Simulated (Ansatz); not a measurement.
Relaxation of C3H8FGeN (14 atoms, charge 0, multiplicity 1), to a largest force component of 0.015 eV/Å in at most 40 steps.

Theory: Ansatz 0.2.0, RKS PBE0-D4/def2-SVP.

```xyz
14
Properties=species:S:1:pos:R:3
C 0.237 -1.857 0.675
C 0.091 -0.813 -0.481
N -0.811 0.309 -0.105
Ge 0.356 1.768 0.629
C -0.656 1.392 -1.015
F -1.841 2.122 -1.099
H 0.841 -2.674 0.357
H -0.785 -2.163 0.926
H 0.657 -1.318 1.594
H -0.349 -1.325 -1.336
H 1.114 -0.489 -0.744
H -0.495 2.433 1.799
H 1.715 1.343 0.732
H -0.086 1.244 -1.904
```

Q: Where does it end, and by what steps?

A: The forces met the threshold. After 12 steps the energy has fallen by 0.743 eV; H13 moved furthest, 0.63 Å.

```csv
step,energy less start (eV),largest force component (eV/Å),accepted
0,0.0000,3.775,yes
1,-0.5052,1.138,yes
2,-0.6181,0.513,yes
3,-0.6713,0.388,yes
4,-0.7150,0.392,yes
5,-0.6928,0.738,no
6,-0.7354,0.054,yes
7,-0.7399,0.054,yes
8,-0.7411,0.081,yes
9,-0.7420,0.031,yes
10,-0.7423,0.039,yes
11,-0.7425,0.018,yes
12,-0.7426,0.009,yes
```

```xyz
14
Properties=species:S:1:pos:R:3
C 0.224 -1.840 0.661
C 0.028 -0.936 -0.536
N -0.469 0.360 -0.135
Ge 0.193 1.839 0.777
C -0.531 1.469 -0.990
F -1.774 1.863 -1.394
H 0.577 -2.835 0.351
H -0.719 -1.960 1.214
H 0.971 -1.418 1.354
H -0.706 -1.388 -1.227
H 0.979 -0.851 -1.104
H -0.648 2.229 1.989
H 1.716 1.941 0.932
H 0.147 1.496 -1.863
```

Whether the end is a true minimum wasn't checked by a vibrational analysis.

Run time: 44 s on 2 threads of Intel(R) Xeon(R) 6975P-C (Granite Rapids) (shared host), peak memory 0.46 GiB.
